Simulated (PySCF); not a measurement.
**Copper: a sound run and one with changed settings**

Sound run: Cu [Ar] 3d10 4s1, Cu⁺ [Ar] 3d10. Computed with PySCF 2.14 in cc-pVDZ-DK (6s5p3d1f, 43 functions), with the spin-free X2C one-electron Hamiltonian (Gaussian nucleus). The sound run starts from symmetry-adapted Hartree-Fock orbitals and uses a fine grid where one is needed.

A second run was set up differently.

| species | method | sound run (hartree) | changed run (hartree) | converged |
| --- | --- | --- | --- | --- |
| Cu | UHF | -1653.14842 | -1653.14842 | yes |
| Cu | TPSS | -1654.79691 | -1649.66581 | yes |
| Cu | B3LYP | -1654.82429 | -1650.48757 | yes |
| Cu⁺ | UHF | -1652.90646 | -1652.90646 | yes |
| Cu⁺ | TPSS | -1654.49694 | -1649.25378 | yes |
| Cu⁺ | B3LYP | -1654.52081 | -1650.14906 | yes |

Ionisation energy of Cu:

| method | sound run (eV) | changed run (eV) |
| --- | --- | --- |
| UHF | 6.584 | 6.584 |
| TPSS | 8.163 | 11.212 |
| B3LYP | 8.258 | 9.211 |

**Question.** What was changed?
A. a valence shell is frozen
B. radial grid too coarse
C. minimal basis
D. level shift left on

**Answer.** B. It used radial step 1.2 in ln r (0.13 in the sound run). A coarse radial grid mis-integrates the density and the exchange-correlation energy, with errors of either sign; Hartree-Fock needs no grid.
